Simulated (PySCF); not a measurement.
Question: Write a Z-matrix for InChI=1S/H9NSeSi3/c2-5-1(3)4/h2H,5H2,3-4H3 as optimised with PBE0-D3(BJ)/def2-SVP.

Answer: 
Z-matrix in Å and degrees, rows numbered from 1:
```
Si
N   1  1.7569
Si  2  1.7655  1  118.23
Si  2  1.7441  1  123.27  3  -178.30
Se  4  2.2837  2  110.37  1  -137.30
H   1  1.4949  2  109.76  3   -47.02
H   1  1.4950  2  111.88  3    72.86
H   1  1.4924  2  108.53  3  -166.82
H   3  1.4956  2  106.98  1   -24.54
H   3  1.4924  2  112.29  1    94.38
H   3  1.4921  2  109.88  1  -143.46
H   4  1.4928  2  113.18  1   108.53
H   4  1.4900  2  108.40  1   -14.11
H   5  1.4721  4   92.90  2    61.88
```

Si4 (SiH2 silicon) is distorted tetrahedral (angles from 102.5° to 113.2°). Si1 (SiH3 silicon) is tetrahedral (angles from 108.0° to 111.9°). The 3 N–Si bonds span 1.744 Å (N2–Si4, drawn single) to 1.766 Å (N2–Si3, drawn single), a spread of 0.022 Å. N2 (nitrogen bridging silicon atoms) is planar (angles 123.3°, 118.5° and 118.2°, sum 360.0°, 0.01 Å off the plane of its three neighbours).

Theory: PBE0-D3(BJ)/def2-SVP geometry optimisation, gas phase (PySCF).

Point group: C1 (no symmetry element, even within 0.4 Å). Not checked by PBE0-D3(BJ)/def2-SVP frequencies. One conformer, not necessarily the lowest (Si1–N2–Si4–Se5 -137°, N2–Si4–Se5–H 62°).
